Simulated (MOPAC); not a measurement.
Input for MOPAC: PM3 on CH5ClS (a complex), monomers drawn apart or pushed together.

```
PM3 1SCF PRECISE CHARGE=0 THREADS=1
CH5ClS

S     -0.31625139 1     0.11783703 1    -0.45729565 1
H     -0.22977986 1     1.43462952 1    -0.20979202 1
H      0.59313329 1    -0.17891188 1     0.48813437 1
C     -0.75454549 1    -0.78393171 1     3.69278629 1
Cl     1.03571076 1    -0.71605946 1     3.53153375 1
H     -1.18587016 1    -0.54887307 1     2.72410021 1
H     -1.02634776 1    -1.78729934 1     4.00553194 1
H     -1.05274268 1    -0.05449715 1     4.43940788 1
```

It printed:

```
*******************************************************************************
 **                                                                           **
 **                              MOPAC v23.2.5                                **
 **                                                                           **
 *******************************************************************************
 ** MOPAC's Digital Object Identifier: https://doi.org/10.5281/zenodo.6511958 **
 **                                                                           **
 ** Please cite the open-source release paper for use of this MOPAC version:  **
 ** J. E. Moussa and J. J. P. Stewart (2026)                                  **
 ** MOPAC: An open-source semiempirical molecular orbital program             **
 ** J. Open Source Softw., 11(119), 8025, https://doi.org/10.21105/joss.08025 **
 *******************************************************************************

                              PM3 CALCULATION RESULTS

 *******************************************************************************
 *  PM3        - The PM3 Hamiltonian to be used
 *
 *
 *
 *                 CHARGE ON SYSTEM = 0
 *
 *
 *
 *  PRECISE    - TIGHTER CRITERIA TO BE USED
 *  1SCF       - DO 1 SCF AND THEN STOP
 *  THREADS=1  - MULTI-THREADING NOT USED
 *  T=         - A TIME OF 172800.0 SECONDS REQUESTED
 *  DUMP=N     - RESTART FILE WRITTEN EVERY 7200.0 SECONDS REQUESTED
 *******************************************************************************
PM3 1SCF PRECISE CHARGE=0 THREADS=1
 CH5ClS

   ATOM   CHEMICAL          X               Y               Z
  NUMBER   SYMBOL      (ANGSTROMS)     (ANGSTROMS)     (ANGSTROMS)

     1       S         -0.31625139  *   0.11783703  *  -0.45729565  *
     2       H         -0.22977986  *   1.43462952  *  -0.20979202  *
     3       H          0.59313329  *  -0.17891188  *   0.48813437  *
     4       C         -0.75454549  *  -0.78393171  *   3.69278629  *
     5      Cl          1.03571076  *  -0.71605946  *   3.53153375  *
     6       H         -1.18587016  *  -0.54887307  *   2.72410021  *
     7       H         -1.02634776  *  -1.78729934  *   4.00553194  *
     8       H         -1.05274268  *  -0.05449715  *   4.43940788  *



          CARTESIAN COORDINATES

    NO.       ATOM           X           Y           Z

     1         S         -0.3163      0.1178     -0.4573
     2         H         -0.2298      1.4346     -0.2098
     3         H          0.5931     -0.1789      0.4881
     4         C         -0.7545     -0.7839      3.6928
     5        Cl          1.0357     -0.7161      3.5315
     6         H         -1.1859     -0.5489      2.7241
     7         H         -1.0263     -1.7873      4.0055
     8         H         -1.0527     -0.0545      4.4394

  H: (PM3): J. J. P. STEWART, J. COMP. CHEM. 10, 209 (1989).
  C: (PM3): J. J. P. STEWART, J. COMP. CHEM. 10, 209 (1989).
  S: (PM3): J. J. P. STEWART, J. COMP. CHEM. 10, 209 (1989).
 Cl: (PM3): J. J. P. STEWART, J. COMP. CHEM. 10, 209 (1989).

           Empirical Formula: C H5 S Cl  =     8 atoms



      MOLECULAR POINT GROUP   :   C1


      RHF CALCULATION, NO. OF DOUBLY OCCUPIED LEVELS = 11


 -------------------------------------------------------------------------------
 PM3 1SCF PRECISE CHARGE=0 THREADS=1
 CH5ClS



     1SCF WAS SPECIFIED, SO BFGS WAS NOT USED
     SCF FIELD WAS ACHIEVED


                              PM3 CALCULATION
                                                       MOPAC v23.2.5 Linux




          FINAL HEAT OF FORMATION =        -15.16390 KCAL/MOL =     -63.44574 KJ/MOL


          COSMO AREA              =        128.10 SQUARE ANGSTROMS
          COSMO VOLUME            =        109.08 CUBIC ANGSTROMS

          IONIZATION POTENTIAL    =          9.663854 EV
          HOMO LUMO ENERGIES (EV) =         -9.664  0.499
          NO. OF FILLED LEVELS    =         11
          MOLECULAR WEIGHT        =         84.5635         POINT GROUP:  C1

          MOLECULAR DIMENSIONS (Angstroms)

            Atom       Atom       Distance
            H     7    H     2     5.36510
            S     1    H     8     2.83990
            H     6   Cl     5     2.32168


          SCF CALCULATIONS        =          1





   ATOM   CHEMICAL          X               Y               Z
  NUMBER   SYMBOL      (ANGSTROMS)     (ANGSTROMS)     (ANGSTROMS)

     1       S         -0.31625139  *   0.11783703  *  -0.45729565  *
     2       H         -0.22977986  *   1.43462952  *  -0.20979202  *
     3       H          0.59313329  *  -0.17891188  *   0.48813437  *
     4       C         -0.75454549  *  -0.78393171  *   3.69278629  *
     5      Cl          1.03571076  *  -0.71605946  *   3.53153375  *
     6       H         -1.18587016  *  -0.54887307  *   2.72410021  *
     7       H         -1.02634776  *  -1.78729934  *   4.00553194  *
     8       H         -1.05274268  *  -0.05449715  *   4.43940788  *

                             CARTESIAN COORDINATES

   1    S       -0.316251390     0.117837030    -0.457295650
   2    H       -0.229779860     1.434629520    -0.209792020
   3    H        0.593133290    -0.178911880     0.488134370
   4    C       -0.754545490    -0.783931710     3.692786290
   5   Cl        1.035710760    -0.716059460     3.531533750
   6    H       -1.185870160    -0.548873070     2.724100210
   7    H       -1.026347760    -1.787299340     4.005531940
   8    H       -1.052742680    -0.054497150     4.439407880


           Empirical Formula: C H5 S Cl  =     8 atoms



      MOLECULAR POINT GROUP   :   C1


                  EIGENVALUES
 -55.36649 -28.16028 -27.17792 -15.41775 -14.99954 -14.89837 -13.78118 -12.38574
 -10.72255 -10.71286  -9.66385   0.49878   0.98465   1.20131   3.46333   3.72259
   3.73648


              NET ATOMIC CHARGES AND DIPOLE CONTRIBUTIONS

  ATOM NO.   TYPE          CHARGE      No. of ELECS.   s-Pop       p-Pop
    1          S          -0.013962        6.0140     1.88751     4.12646
    2          H           0.003117        0.9969     0.99688
    3          H           0.010975        0.9890     0.98902
    4          C          -0.069976        4.0700     1.16518     2.90480
    5         Cl          -0.093551        7.0936     1.98306     5.11049
    6          H           0.056797        0.9432     0.94320
    7          H           0.054518        0.9455     0.94548
    8          H           0.052081        0.9479     0.94792
 DIPOLE           X         Y         Z       TOTAL
 POINT-CHG.    -1.018    -0.042     0.128     1.027
 HYBRID         0.483     0.978     1.210     1.629
 SUM           -0.535     0.936     1.338     1.718


          ATOMIC ORBITAL ELECTRON POPULATIONS

     Atom    s        px        py        pz
    1  S   1.88751   1.56646   1.05003   1.50996
    2  H   0.99688
    3  H   0.98902
    4  C   1.16518   0.85979   1.02283   1.02218
    5 Cl   1.98306   1.12647   1.99553   1.98849
    6  H   0.94320
    7  H   0.94548
    8  H   0.94792

 **********************
 *                    *
 * JOB ENDED NORMALLY *
 *                    *
 **********************




 == MOPAC DONE ==
```

The run finished.

Cost: roughly 0.020 core-seconds.
